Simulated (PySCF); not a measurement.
# Electronic absorption of C3H11AsSi

C3H11AsSi.
Z-matrix (Å and degrees, PBE0-D3(BJ)/def2-SVP geometry), rows numbered from 1:
```
C 
C   1  1.5250
Si  2  1.8910  1  114.71
As  3  2.3721  2  109.20  1    57.78
C   4  1.9819  3   95.54  2    71.05
H   1  1.1015  2  111.53  3    59.78
H   1  1.1014  2  111.68  3   179.92
H   1  1.1022  2  111.65  3   -59.83
H   2  1.1045  1  110.71  3   121.77
H   2  1.1043  1  110.78  3  -121.53
H   3  1.4985  2  110.38  1   -61.52
H   3  1.4998  2  109.33  1   179.49
H   4  1.5272  3   92.37  2   167.57
H   5  1.0996  4  108.36  3   -75.41
H   5  1.0991  4  108.73  3   167.31
H   5  1.0983  4  113.03  3    45.77
```

Computed with TDDFT wB97X-D/def2-SVPD, vertical, gas phase, core orbitals frozen in the response (PySCF). Relativistic effects, spin–orbit coupling among them, are left out although an element past zinc is present.

Question: List the vertical singlet excitations with oscillator strengths and describe the spectrum.

Answer: 

| state | λ (nm) | E (eV) | f | \|μ\| (D) | main configurations (H = HOMO, L = LUMO) |
| --- | --- | --- | --- | --- | --- |
| S1 | 211.2 | 5.87 | 0.020 | 0.94 | H→L (84%) |
| S2 | 191.5 | 6.47 | 0.040 | 1.27 | H→L+2 (84%) |
| S3 | 189.2 | 6.55 | 0.308 | 3.52 | H→L+1 (74%) |
| S4 | 175.3 | 7.07 | 0.011 | 0.65 | H→L+3 (69%) |
| S5 | 165.6 | 7.49 | 0.057 | 1.41 | H-1→L (69%) |
| S6 | 162.3 | 7.64 | 0.030 | 1.01 | H→L+4 (45%), H→L+5 (14%), H-1→L (12%) |
| S7 | 160.7 | 7.72 | 0.051 | 1.32 | H-1→L+1 (63%), H→L+6 (15%) |
| S8 | 158.4 | 7.83 | 0.056 | 1.37 | H→L+6 (59%), H-1→L+1 (12%), H→L+4 (11%) |
| S9 | 156.0 | 7.95 | 0.018 | 0.77 | H-1→L+2 (35%), H-2→L (29%) |
| S10 | 154.4 | 8.03 | 0.162 | 2.31 | H-1→L+2 (51%), H-2→L (15%) |

Triplets (Tamm–Dancoff): T1 5.30 eV, H→L (62%), H→L+1 (16%); T2 5.40 eV, H→L+1 (63%), H→L (10%), H→L+5 (9%); T3 6.20 eV, H→L+2 (86%); T4 6.61 eV, H-1→L (31%), H→L+3 (29%).

The lowest singlet comes at 211 nm (566 kJ/mol) in the ultraviolet; it is weak; its leading configuration is HOMO→LUMO (84%). The most intense listed level is S3 at 6.55 eV (189 nm, f = 0.308), 0.68 eV above S1. Löwdin shares by element: HOMO arsenic 60%, silicon 14%, carbon 10% or more, hydrogen 5% or more; LUMO arsenic 23%, carbon 15% or more, silicon 11%, hydrogen 10% or more (atoms not listed hold the other 40%). Of the 10 states listed, 10 reach f = 0.01 and none stays under 0.0005. The oscillator strengths of these states sum to 0.752; summed over the whole spectrum of an exact calculation they would give the number of electrons, 76 (Thomas–Reiche–Kuhn). The listed states span 2.16 eV, and the widest gap between neighbours is 0.60 eV (S1 to S2). All these states lie below the vertical ionisation energy of 8.82 eV (ΔSCF). The window holds the lowest 10 singlets.

One conformer stands for the species.

Without π bonds the low states are Rydberg-like; a valence basis with one diffuse set may place them up to an eV too high.
